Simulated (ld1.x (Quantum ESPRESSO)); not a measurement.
**antimony, ultrasoft: configuration errors across variants**

antimony, ultrasoft, made with ld1.x (Quantum ESPRESSO) 7.5 (LDA (PZ), scalar-relativistic). Core [Kr] 4d10, reference 5s2 5p2 (charge +1). Waves: 5s (bound): rcut 1.85, rcutus 2.10 bohr; 5s channel at 3.65 Ry: rcut 1.85, rcutus 2.10 bohr; 5p (bound): rcut 2.05, rcutus 2.65 bohr; 5p channel at 0.05 Ry: rcut 2.05, rcutus 2.65 bohr; 5d channel at 0.05 Ry: rcut 2.20, rcutus 2.35 bohr; 5d channel at 1.55 Ry: rcut 2.20, rcutus 2.35 bohr. Local part: all-electron potential smoothed inside 1.75 bohr (lloc = -1). Core correction: Bessel-smoothed model core inside 1.00 bohr. Augmentation charge: PSQ, inside the norm-conserving radii.

All-electron excitation energies from the reference (eV): (1) 5s2 5p3 -8.521; (2) 5s2 5p1 16.253; (3) 5s2 5p0 41.038; (4) 5s0 5p5 8.125; (5) 5s1 5p0 85.854; (6) 5s2 5p3.3 -9.728; (7) 5s2 5p2.5 -5.166; (8) 5s2 5p2 spin -0.591; (9) 5s2 5p3 spin -9.613.

Spin tests fill each open shell by Hund’s rule, majority spin first.

4 further variants failed, have other tests or another functional or relativity, and are left out.

A true bound ghost makes a file unfit for plane-wave use even where its test errors are small: the radial tests pick states by their node count and pass the ghost by.

Errors AE − PS in meV (a dash: test not solved or not reliable):

| change | (1) | (2) | (3) | (4) | (5) | (6) | (7) | (8) | (9) | bound ghosts |
| --- | --- | --- | --- | --- | --- | --- | --- | --- | --- | --- |
| base | -3.3 | -21 | -109 | -35 | -471 | -4.9 | -0.5 | -5.1 | -11 | d |
| waves 5d channel at 0.05 Ry: rcut 2.20, rcutus 2.60 bohr; 5d channel at 1.55 Ry: rcut 2.20, rcutus 2.60 bohr | -3.3 | -21 | -109 | -35 | -471 | -4.9 | -0.5 | -5.1 | -11 | none |
| local potential all-electron potential smoothed inside 2.30 bohr (lloc = -1) | -3.3 | -21 | -110 | -35 | – | – | – | – | – | none |
| waves 5s (bound): rcut 1.85, rcutus 3.20 bohr; 5s channel at 3.65 Ry: rcut 1.85, rcutus 3.20 bohr | – | – | – | – | – | – | – | – | – | s, d |

(1) Give the same row for: type TM; waves now 5s (bound): rc 2.10 bohr; 5p (bound): rc 2.65 bohr; 5d channel at 0.05 Ry: rc 2.35 bohr; local potential the d channel.

Results:

(1) -13, -31, -134, -23, -480, -20, -3.3, -5.8, -28; bound ghosts: s, p.
